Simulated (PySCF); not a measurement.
Compound: C5H7F3.
Atom-mapped SMILES: `[F:1][C@@H:2]1[CH2:3][CH2:4][CH2:5][C:6]1([F:7])[F:8]` (hydrogens: H9 on C2; H10, H11 on C3; H12, H13 on C4; H14, H15 on C5)

The same species was optimised twice, with GFN2-xTB and with PBE0-D3(BJ)/def2-SVP (PySCF), and the same property calculations (PySCF, gas phase) were run on both structures.

```json
{"coordinate": "C2–C6 (Å)", "GFN2-xTB": "1.546", "PBE0-D3(BJ)/def2-SVP": "1.527", "change": "-0.019"}
{"coordinate": "C5–C6 (Å)", "GFN2-xTB": "1.532", "PBE0-D3(BJ)/def2-SVP": "1.521", "change": "-0.011"}
{"coordinate": "C2–C3 (Å)", "GFN2-xTB": "1.524", "PBE0-D3(BJ)/def2-SVP": "1.513", "change": "-0.011"}
{"coordinate": "C4–C5 (Å)", "GFN2-xTB": "1.533", "PBE0-D3(BJ)/def2-SVP": "1.543", "change": "+0.010"}
{"coordinate": "C3–C4 (Å)", "GFN2-xTB": "1.530", "PBE0-D3(BJ)/def2-SVP": "1.540", "change": "+0.010"}
{"coordinate": "C6–F7 (Å)", "GFN2-xTB": "1.352", "PBE0-D3(BJ)/def2-SVP": "1.344", "change": "-0.008"}
{"coordinate": "C6–F8 (Å)", "GFN2-xTB": "1.367", "PBE0-D3(BJ)/def2-SVP": "1.363", "change": "-0.004"}
{"coordinate": "F1–C2 (Å)", "GFN2-xTB": "1.372", "PBE0-D3(BJ)/def2-SVP": "1.374", "change": "+0.002"}
{"coordinate": "F7–C6–F8 (°)", "GFN2-xTB": "104.9", "PBE0-D3(BJ)/def2-SVP": "107.1", "change": "+2.2"}
{"coordinate": "C3–C2–C6 (°)", "GFN2-xTB": "103.5", "PBE0-D3(BJ)/def2-SVP": "101.7", "change": "-1.8"}
{"coordinate": "C2–C6–F8 (°)", "GFN2-xTB": "108.8", "PBE0-D3(BJ)/def2-SVP": "107.1", "change": "-1.7"}
{"coordinate": "F1–C2–C6 (°)", "GFN2-xTB": "109.4", "PBE0-D3(BJ)/def2-SVP": "107.8", "change": "-1.6"}
{"coordinate": "C2–C6–C5 (°)", "GFN2-xTB": "107.0", "PBE0-D3(BJ)/def2-SVP": "105.4", "change": "-1.6"}
{"coordinate": "C3–C4–C5 (°)", "GFN2-xTB": "104.2", "PBE0-D3(BJ)/def2-SVP": "105.7", "change": "+1.5"}
{"coordinate": "C2–C6–F7 (°)", "GFN2-xTB": "112.2", "PBE0-D3(BJ)/def2-SVP": "113.0", "change": "+0.8"}
{"coordinate": "C2–C3–C4 (°)", "GFN2-xTB": "103.1", "PBE0-D3(BJ)/def2-SVP": "103.9", "change": "+0.8"}
```

Rotational constants: A = 2655, B = 2076, C = 1659 MHz (GFN2-xTB) against A = 2686, B = 2118, C = 1717 MHz (PBE0-D3(BJ)/def2-SVP). Point groups within 0.08 Å: C1 and C1.

On the GFN2-xTB structure: isotropic polarisability (au) 58.0 [wB97X-D/def2-SVPD]; HOMO (eV) -11.06 [wB97X-D/def2-SVPD]; LUMO (eV) 2.25 [wB97X-D/def2-SVPD]; dipole (D) 3.06 [wB97X-D/def2-SVPD].

Problem. What do these properties become on the PBE0-D3(BJ)/def2-SVP structure?

Solution. 
```
                                    property              level  on GFN2-xTB  on PBE0-D3(BJ)/def2-SVP  change
               isotropic polarisability (au)  wB97X-D/def2-SVPD         58.0                     58.3    +0.3
                                   HOMO (eV)  wB97X-D/def2-SVPD       -11.06                   -11.04   +0.02
                                   LUMO (eV)  wB97X-D/def2-SVPD         2.25                     2.29   +0.04
                                  dipole (D)  wB97X-D/def2-SVPD         3.06                     2.55   -0.51
energy, GFN2-xTB geometry as zero (kcal/mol)  wB97X-D/def2-SVPD          0.0                     -1.0    -1.0
```

The heavy atoms differ by 0.201 Å rms after alignment. Among bonds between heavy atoms C2–C6 changes most (-0.019 Å). Changes are differences of the printed values. Neither structure is proved a minimum here.

Note: wB97X-D ran without an empirical dispersion term, which enters the total energy and its gradient alone.
